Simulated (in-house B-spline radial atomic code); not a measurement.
# RPA and G0W0 on r2SCAN0: the silicon ion Si⁴⁺

Configuration [He] 2s2 2p6, mean-field start r2SCAN0. Computed with a B-spline radial code for spherical atoms: all electrons, scalar-relativistic (spin-free one-electron X2C), finite nucleus, each spin shell either full or empty, empty states to l = 9 with an (l + 1/2)⁻⁴ tail; G0W0 by contour deformation at full frequency.

Command:
```bash
python run_gw.py task.json out
```
Settings (radii: box in bohr, nucleus in fm):
```
Z                        14
electrons                10
configuration            [He] 2s2 2p6
hamiltonian              x2c
method                   r2scan0
lmax                     9
rms_radius               3.1224
spin_polarised           False
box_radius               11.96
intervals                69
```

Run time, properties included: 1.4 s on 1 thread of Intel(R) Xeon(R) Platinum 8488C (Sapphire Rapids) (shared host).

Energies (hartree):

| term | value |
| --- | --- |
| mean-field total | -286.17575 |
| Hartree-Fock functional on these orbitals | -285.77885 |
| direct second order | -0.6524 |
| second-order exchange | 0.23155 |
| SOSEX correction | 0.21629 |

(1) What is the RPA correlation energy, and what remains with SOSEX?

Quasi-particle levels (eV):

| level | occupied | mean field | Σx - vxc | Σc | QP weight | G0W0 |
| --- | --- | --- | --- | --- | --- | --- |
| 2p | yes | -155.23 | -13.38 | ? | ? | ? |
| 2s | yes | -202.44 | -18.03 | 4.69 | 0.958 | -215.78 |
| 1s | yes | -1871.57 | -59.97 | 25.18 | 0.886 | -1906.36 |
| 3s | no | -46.48 | 1.89 | -0.51 | 0.997 | -45.10 |

G0W0 = mean field + (Σx - vxc) + Σc, with Σc (partial-wave tail included) taken at the quasi-particle energy.

(2) Where does G0W0 put 2p?

## Answers

(1) RPA gives -0.59192 hartree (-1.61 eV per electron); RPA + SOSEX gives -0.37562, and the second-order doubles -0.42084 hartree (no singles). RPA lacks exchange-type terms and so overcorrelates at short range.

(2) At -166.77 eV, with Σc = 1.84 eV and a quasi-particle weight of 0.972. The tabulated removal energy is 166.767 ± 0.003 eV (NIST, measured); the calculation leaves out spin-orbit coupling, Breit and QED terms, and what these don't explain is the method's own error.
